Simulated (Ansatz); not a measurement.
Reaction (isomerisation): `C1[NH][GeH2][SiH2]1` → `N=[C]([SiH3])[GeH3]`

Calculated with Ansatz (gas phase, PBE0-D4/def2-TZVP geometries, no zero-point term in ΔE). CCSD(T)/CBS adds triple-zeta CCSD(T) − MP2 to the extrapolated MP2 energy (def2 sets, frozen cores). Functionals use def2-TZVPP. B3LYP here is the variant with VWN-RPA as its local correlation; programs differ in this. For Ge outer-core shells are correlated without core-valence functions, which leaves a few kJ/mol of doubt a bond. Scalar relativity is left out up to krypton. One conformer a species, not always the lowest.

```csv
species,B3LYP-D4 energy (Eh)
`C1[NH][GeH2][SiH2]1`,-2463.67366
`N=[C]([SiH3])[GeH3]`,-2463.65287
```

(1) Work out ΔE.

Largest T1 diagnostic among the species: 0.013.

## Answers

(1) ΔE = (-2463.65287) − (-2463.67366) = 0.02079 Eh = +54.6 kJ/mol. CCSD(T)/CBS gives +64.9 kJ/mol.

From PBE to PBE0 (25 % exact exchange), in def2-TZVPP and without D4, ΔE moves by +11.7 kJ/mol. In def2-TZVPP, CCSD(T) changes the Hartree–Fock value by +14.5 kJ/mol (the triples alone add −1.5 kJ/mol) and MP2 by +26.8 kJ/mol.
